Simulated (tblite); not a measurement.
C₇H₁₄PSi (charge -1).
Numbering: `[CH3:1][C:2]#[C:3][P-:4][CH2:5][Si:6]([CH3:7])([CH3:8])[CH3:9]` (hydrogens: H10, H11, H12 on C1; H13, H14 on C5; H15, H16, H17 on C7; H18, H19, H20 on C8; H21, H22, H23 on C9)

Structure optimised with GFN2-xTB, isolated species.

(1) What internal coordinates does the optimisation give?

## Answers

(1) 
```tsv
bond	length (bohr)
C1–C2	2.750
C2≡C3	2.293
C3–P4	3.274
P4–C5	3.594
C5–Si6	3.579
Si6–C7, Si6–C8	3.615
Si6–C9	3.644
C1–H10, C1–H11, C1–H12	2.071
C5–H13, C5–H14	2.064
C7–H15 and 8 like bonds	2.053
```

Bonds in one row agree within 0.02 bohr and their mean is given. A selection of angles:
```tsv
angle	degrees
C1–C2–C3	175.7
C2–C3–P4	172.1
C3–P4–C5	96.9
P4–C5–Si6	110.9
C5–Si6–C7	112.8
C5–Si6–C8	110.0
C5–Si6–C9	112.3
C7–Si6–C8	109.6
C7–Si6–C9	106.1
```

Torsions: C3–P4–C5–Si6 -81° (synclinal); P4–C5–Si6–C7 66° (synclinal). The mirror-image conformer, all signs reversed, is as good.

Of the pairs four or more bonds apart, C3···H15 is among the closest relative to their van der Waals radii: 2.58 Å, 89 % of the sum of Bondi's values. Si6 (four-coordinate silicon) is distorted tetrahedral (angles from 105.6° to 112.8°). The C–C distances run from 1.213 Å (C2≡C3, drawn triple) to 1.455 Å (C1–C2, drawn single), a spread of 0.242 Å. The C–P distances run from 1.733 Å (C3–P4, drawn single) to 1.902 Å (P4–C5, drawn single), a spread of 0.169 Å. The 4 C–Si bonds span 1.894 Å (C5–Si6, drawn single) to 1.928 Å (Si6–C9, drawn single), a spread of 0.034 Å.

Point group: C1 (no symmetry element, even within 0.4 Å). Its lowest GFN2-xTB frequency is 13 cm⁻¹, too small to tell a flat minimum from a shallow saddle.

The numbers are calculated, not measured.
